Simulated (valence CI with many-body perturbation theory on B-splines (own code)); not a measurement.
**E1 line list for C II**

Computed by valence CI with perturbative core correlation (CI+MBPT): three valence electrons over a frozen Dirac-Fock core [He], radial functions for each j: 11 s, 11 p, 10 d, 8 f, 5 g, 2 h, with the one-electron correlation potential Σ1, the two-electron term Σ2, the three-electron term Σ3, Breit, model QED; selected CI, second order for the rest, scaled by the run's own slope (own B-spline code, finite nucleus).

Against 29 measured levels this calculation errs by 67 cm⁻¹ on average and by 148 at most. These come from a selection out of the NIST Handbook of Basic Atomic Spectroscopic Data. Levels without a partner in it may be off by more.

Lines 51 to 100 of 513 in falling wavelength, among levels below 23.145 eV, chosen from the strongest by gf and those to the six lowest levels. Wavelengths and rates use the calculated energies, so an error of 70 cm⁻¹ moves a line at 1891 nm by 1.3 % and its rate by three times that or more. Electric multipoles are in the length gauge, E1 and E2 with the static RPA response of the core. Weak lines are less certain than strong ones. Lines between different terms over intervals too small for the method are left out, as are lines whose strength nearly cancels. The highest levels of a list are the least certain.

Names give the largest LS component (configuration and term), which can be under half, so a name can repeat, a term be missing and a line seem to break the LS rules; names also repeat where a configuration has a term twice.

```
λ vac (nm)  λ from measured levels           Upper           Lower   A (s⁻¹)  S (a.u.)
      1968                            2s²6d ²D_5/2   2s²5f ²F°_7/2  1.14e+06  2.56e+01
      1891                    1893   2s²4p ²P°_1/2    2s²4s ²S_1/2  6.63e+06  4.43e+01
      1888                    1890   2s²4p ²P°_3/2    2s²4s ²S_1/2  6.66e+06  8.86e+01
      1880                           2s²6f ²F°_5/2    2s²5g ²G_7/2  2.13e+05  4.19e+00
      1880                           2s²6f ²F°_7/2    2s²5g ²G_7/2  5.92e+03  1.55e-01
      1880                           2s²6f ²F°_7/2    2s²5g ²G_9/2  2.07e+05  5.44e+00
      1857                          2s²6h ²H°_11/2    2s²5g ²G_9/2  2.64e+07  1.00e+03
      1857                           2s²6h ²H°_9/2    2s²5g ²G_7/2  2.58e+07  8.17e+02
      1857                           2s²6h ²H°_9/2    2s²5g ²G_9/2  5.87e+05  1.86e+01
      1832                            2s²6g ²G_9/2   2s²5f ²F°_7/2  1.76e+07  5.35e+02
      1832                            2s²6g ²G_7/2   2s²5f ²F°_5/2  1.70e+07  4.13e+02
      1832                            2s²6g ²G_7/2   2s²5f ²F°_7/2  6.30e+05  1.53e+01
      1824                           2s²7p ²P°_1/2    2s²6s ²S_1/2  2.86e+03  1.71e-02
      1823                           2s²7p ²P°_3/2    2s²6s ²S_1/2  3.10e+03  3.72e-02
      1781                    1786    2s²4d ²D_3/2   2s²4p ²P°_3/2  1.87e+06  2.09e+01
      1780                    1786    2s²4d ²D_5/2   2s²4p ²P°_3/2  1.12e+07  1.88e+02
      1779                    1784    2s²4d ²D_3/2   2s²4p ²P°_1/2  9.38e+06  1.04e+02
      1702                            2s²6s ²S_1/2   2s²5p ²P°_3/2  6.96e+06  3.39e+01
      1700                            2s²6s ²S_1/2   2s²5p ²P°_1/2  3.45e+06  1.67e+01
      1694                           2s²6f ²F°_5/2    2s²5d ²D_5/2  6.90e+05  9.93e+00
      1694                           2s²6f ²F°_7/2    2s²5d ²D_5/2  1.03e+07  1.99e+02
      1694                           2s²6f ²F°_5/2    2s²5d ²D_3/2  9.66e+06  1.39e+02
      1618                            2s²6d ²D_3/2  2s2p3s ²P°_3/2  3.93e+05  3.29e+00
      1618                            2s²6d ²D_5/2  2s2p3s ²P°_3/2  2.37e+06  2.97e+01
      1613                            2s²6d ²D_3/2  2s2p3s ²P°_1/2  1.97e+06  1.63e+01
      1581                           2s2p3p ⁴D_1/2   2s²5p ²P°_3/2  6.25e+02  2.44e-03
      1579                           2s2p3p ⁴D_1/2   2s²5p ²P°_1/2  1.29e+03  5.02e-03
      1577                           2s2p3p ⁴D_3/2   2s²5p ²P°_3/2  9.83e+02  7.61e-03
      1576                            2s²5s ²S_1/2  2s2p3s ⁴P°_3/2  2.95e+02  1.14e-03
      1575                           2s2p3p ⁴D_3/2   2s²5p ²P°_1/2  1.80e+02  1.39e-03
      1570                            2s²5s ²S_1/2  2s2p3s ⁴P°_1/2  4.34e+01  1.66e-04
      1501                           2s2p3p ²P_1/2   2s²5p ²P°_3/2  2.35e+05  7.84e-01
      1500                           2s2p3p ²P_1/2   2s²5p ²P°_1/2  4.85e+05  1.61e+00
      1497                           2s2p3p ²P_3/2   2s²5p ²P°_3/2  5.98e+05  3.96e+00
      1495                           2s2p3p ²P_3/2   2s²5p ²P°_1/2  1.25e+05  8.27e-01
      1469                           2s2p3p ⁴S_3/2  2s2p3s ²P°_3/2  9.56e+01  5.98e-04
      1465                           2s2p3p ⁴S_3/2  2s2p3s ²P°_1/2  2.26e+01  1.40e-04
      1381                           2s²5p ²P°_1/2    2s²4d ²D_3/2  9.71e+06  2.52e+01
      1379                           2s²5p ²P°_3/2    2s²4d ²D_5/2  8.79e+06  4.55e+01
      1379                           2s²5p ²P°_3/2    2s²4d ²D_3/2  9.76e+05  5.06e+00
      1339                           2s2p3p ⁴P_5/2   2s²5f ²F°_7/2  7.66e+00  5.44e-05
      1276                            2s²7s ²S_1/2  2s2p3s ²P°_3/2  1.37e+06  2.81e+00
      1272                            2s²7s ²S_1/2  2s2p3s ²P°_1/2  6.98e+05  1.42e+00
      1212                           2s²7p ²P°_1/2    2s²5d ²D_3/2  2.70e+06  4.75e+00
      1212                           2s²7p ²P°_3/2    2s²5d ²D_5/2  2.43e+06  8.54e+00
      1212                           2s²7p ²P°_3/2    2s²5d ²D_3/2  2.70e+05  9.49e-01
      1173                           2s2p3p ⁴P_1/2  2s2p3s ²P°_3/2  4.09e+01  6.51e-05
      1170                           2s2p3p ⁴P_3/2  2s2p3s ²P°_3/2  2.78e+01  8.80e-05
      1167                           2s2p3p ⁴P_5/2  2s2p3s ²P°_3/2  2.69e+01  1.27e-04
      1151                            2s²6d ²D_3/2   2s²5p ²P°_3/2  1.40e+04  4.23e-02
```
